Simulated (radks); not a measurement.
Q: All-electron atom: S8+ in [He] 2s2 2p4 (the NIST ground configuration). Calculated with a radial shooting solver on a logarithmic mesh with Libxc functionals: Dirac Kohn-Sham, exchange-only PBE, spin-unpolarised, spherical densities, finite nucleus; open shells fill j = l - 1/2 first; Fermi nuclear charge, rms radius 3.2611 fm. Some entries of the table are withheld. Estimate them.

orbital  occ.  eigenvalue (hartree)  <r^2> (bohr^2)
1s1/2       2             -97.18819             (1)
2s1/2       2                   (2)             (3)
2p1/2       2                   (4)             (5)
2p3/2       2                   (6)             (7)

A: 
(1) 1s1/2 <r^2> (bohr^2): 0.01257
(2) 2s1/2 eigenvalue (hartree): -14.98270
(3) 2s1/2 <r^2> (bohr^2): 0.2408
(4) 2p1/2 eigenvalue (hartree): -13.19598
(5) 2p1/2 <r^2> (bohr^2): 0.2006
(6) 2p3/2 eigenvalue (hartree): -13.14083
(7) 2p3/2 <r^2> (bohr^2): 0.2023
